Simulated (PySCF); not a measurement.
C3H3ClF2, SMILES F[C@@H]1[C@H](F)[C@H]1Cl. Heavy atoms are numbered as in [F:1][C@@H:2]1[C@H:3]([F:4])[C@H:5]1[Cl:6]. Hydrogens are named by the atom that carries them.

Geometry: B3LYP-D3(BJ)/def2-SVP. The structure was generated by enumeration; whether it is a known compound was not checked.

All values below come from PBE/pcSseg-1 run with PySCF.

GIAO shieldings, no solvent; atoms alike by connectivity are averaged. δ = σ(ref) − σ: ¹⁹F against CFCl3 (σ = 133.6 ppm); ¹³C against TMS (σ = 182.0 ppm); ³⁵Cl against HCl (σ = 936.5 ppm); ¹H against TMS (σ = 31.49 ppm), references at their B3LYP-D3(BJ)/def2-TZVP geometries, non-relativistic (without spin–orbit terms, shifts of atoms bonded to Cl or Br come out too high).

| atoms | nucleus | count | δ (ppm) |
|---|---|---|---|
| F1 | ¹⁹F | 2 | ? |
| C2 (CH) | ¹³C | 2 | ? |
| C5 (CH) | ¹³C | 1 | 45.2 |
| Cl6 | ³⁵Cl | 1 | 141.1 |
| H on C2 | ¹H | 2 | ? |
| H on C5 | ¹H | 1 | 3.52 |

Q: Some entries are withheld; supply them. (Estimate from the structure and the level; the computed values follow.)

A: 
- F1, δ (ppm): -266.2
- H on C2, δ (ppm): 4.49
- C2 (CH), δ (ppm): 84.2
